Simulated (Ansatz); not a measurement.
The molecule CsBr, closed-shell singlet (the spin of the measured ground state). No spin–orbit coupling. Br is treated without relativity.

D_e counts from the fitted minimum to each atom's lowest state at the same level, without counterpoise. The singlet is restricted.

Correlated levels freeze the inner cores; with def2 sets outer-core shells near the valence are correlated too.

Codes used: Ansatz (Gaussian basis) for Hartree–Fock, density functionals and correlated methods. Each number belongs to the level named beside it. In def2 rows elements past Kr take small-core potentials, without spin–orbit coupling.

Question: Predict the bond energy D_e from CCSD(T)/def2-QZVPP.

Answer: 94.3 kcal/mol

Question: What is the computed bond energy D_e (BHLYP/def2-TZVPP)?

Answer: 90.5 kcal/mol

Question: What bond energy D_e does wB97X-V/def2-TZVPP give?

Answer: 97.5 kcal/mol

Ansatz is a first-principles code.
